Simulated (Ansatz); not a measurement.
The first iterations of a band of CH₇AlClNSi (12 atoms, charge 0, multiplicity 1).

Theory: Ansatz 0.2.0, RKS B3LYP/6-31G.

```json
{
  "movable images": "9",
  "climbing image": "yes",
  "spring": "5.0 eV/Å²",
  "optimiser": "quadratic models (default)",
  "start path": "through a guess of the saddle point",
  "force threshold": "0.03 eV/Å",
  "iteration limit": "30",
  "end points": "relaxed"
}
```

Initial state:

```xyz
12
Properties=species:S:1:pos:R:3
C -1.065 0.929 -2.148
Al 0.075 -0.174 -0.977
N -0.140 -0.050 0.834
Si 0.811 -0.852 2.078
Cl 2.406 0.455 2.907
H -0.737 1.978 -2.142
H -2.113 0.915 -1.824
H -1.026 0.578 -3.186
H 1.199 -1.213 -1.440
H -0.844 0.598 1.182
H -0.015 -1.209 3.274
H 1.528 -2.012 1.475
```

Final state:

```xyz
12
Properties=species:S:1:pos:R:3
C -0.055 0.680 -1.974
Al -1.272 -0.080 -0.623
N -0.630 -0.619 1.002
Si 1.008 -0.509 1.632
Cl 1.340 1.324 2.845
H 0.333 -0.104 -2.639
H 0.807 1.186 -1.524
H -0.584 1.405 -2.604
H -2.843 -0.328 -0.809
H -1.318 -0.983 1.660
H 1.322 -1.629 2.572
H 1.969 -0.398 0.496
```

| iteration | highest image above the first end (eV) | largest band force component (eV/Å) |
| --- | --- | --- |
| 1 | 52.312 | 260.416 |
| 2 | 17.064 | 64.827 |
| 3 | 8.772 | 40.821 |
| 4 | 3.392 | 17.221 |
| 5 | 1.593 | 9.409 |
| 6 | 2.479 | 12.202 |
| 7 | 0.865 | 4.344 |

Question: Does the band converge within its limit, and where does its top end?

Answer: The forces met the threshold. It ended after 21 iterations with the highest image 0.396 eV above the first end. A vibrational analysis at the climbing image gives one clearly imaginary mode, 174i cm⁻¹: a first-order saddle point. Limits of this set-up: no polarisation functions.

Time of the run: 12 min on 1 thread of Intel(R) Xeon(R) Platinum 8559C (Emerald Rapids), on a shared host, peak memory 0.21 GiB.
